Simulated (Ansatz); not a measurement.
A structure drawn as `[CH3][Al-]1([F])[O]C(C(F)(F)F)=CC(C(F)(F)F)=[O+]1`, with this starting geometry:

```xyz
20

C    -1.650    2.210   -1.610
Al   -1.695    0.486   -0.662
F    -3.327   -0.204   -0.697
O    -1.105    0.549    1.074
C     0.158    0.045    1.450
C     0.610    0.307    2.872
F     1.828    0.918    2.834
F     0.720   -0.932    3.552
F    -0.335    1.120    3.534
C     0.878   -0.702    0.624
C     0.553   -1.060   -0.789
C     1.486   -2.005   -1.506
F     1.634   -3.149   -0.796
F     2.750   -1.376   -1.580
F     1.054   -2.244   -2.807
O    -0.488   -0.658   -1.373
H    -0.613    2.649   -1.481
H    -1.945    2.155   -2.612
H    -2.338    2.951   -1.068
H     1.826   -1.061    1.039
```

Charge 0, multiplicity 1.

**Question.** Does it keep its bonds when Ansatz relaxes it at PBE-D4/def2-SVP and then PBE0-D4/def2-TZVP?

**Answer.** Yes, every drawn bond is still there and no new one forms.

**Question.** Give the relaxed structure. (An estimate is asked.)

**Answer.** Computed: 
Z-matrix (Å, degrees):
```
C
Al 1 1.928
H 1 1.094 2 111.3
H 1 1.094 2 112.1 3 -120.3
H 1 1.094 2 111.3 3 119.3
O 2 1.847 1 113.1 3 172.4
F 2 1.655 1 122.7 3 -59.7
O 2 1.847 1 113.1 3 68.2
C 6 1.259 2 126.5 1 -128.1
C 8 1.259 2 126.5 1 128.1
C 9 1.535 6 113.7 2 -174.2
C 9 1.389 6 126.5 2 6.9
C 10 1.535 8 113.7 2 174.3
F 11 1.330 9 109.6 6 -61.2
F 11 1.327 9 109.9 6 58.1
F 11 1.331 9 111.9 6 178.6
H 12 1.077 9 120.1 6 179.9
F 13 1.330 10 109.6 8 61.2
F 13 1.331 10 111.9 8 -178.6
F 13 1.327 10 109.9 8 -58.1
```
No frequency check was run.

Atoms count as bonded under 1.1 times the sum of their covalent radii (H–H under 0.85 Å, pairs among N, O and F under 1.55 Å), and a drawn bond as lost past 1.3 times.
